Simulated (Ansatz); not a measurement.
Relaxation of BClFH2N (6 atoms, charge 0, multiplicity 1), to a largest force component of 0.02 eV/Å in at most 40 steps.

Theory: RKS B3LYP-D4/def2-SVP (Ansatz).

```xyz
6
Properties=species:S:1:pos:R:3:forces:R:3
B 0.000 0.000 0.000 1.18 0.08 3.63
N 0.000 0.000 1.550 0.15 0.03 -2.97
H -0.877 -0.271 2.080 1.65 0.72 -0.77
H 0.877 0.271 2.080 -1.70 -0.75 -0.77
Cl 1.611 0.000 -0.930 -1.52 0.11 0.87
F -1.143 0.000 -0.660 0.25 -0.18 0.01
```

Where does it end, and by what steps?

The forces met the threshold. After 6 steps the energy has fallen by 0.660 eV; H3 moved furthest, 0.22 Å.

```csv
step,energy less start (eV),largest force component (eV/Å),accepted
0,0.0000,3.634,yes
1,-0.5558,1.566,yes
2,-0.5861,1.203,yes
3,-0.5962,0.766,yes
4,-0.6572,0.351,yes
5,-0.6599,0.181,yes
6,-0.6604,0.008,yes
```

```xyz
6
Properties=species:S:1:pos:R:3
B 0.020 -0.011 0.076
N 0.015 0.001 1.468
H -0.844 -0.072 2.001
H 0.858 0.083 2.021
Cl 1.539 0.119 -0.840
F -1.119 -0.121 -0.606
```

Whether the end is a true minimum wasn't checked by a vibrational analysis.

The run took 22 s on 1 thread of Arm Neoverse V1, on a shared host, peak memory 0.16 GiB.
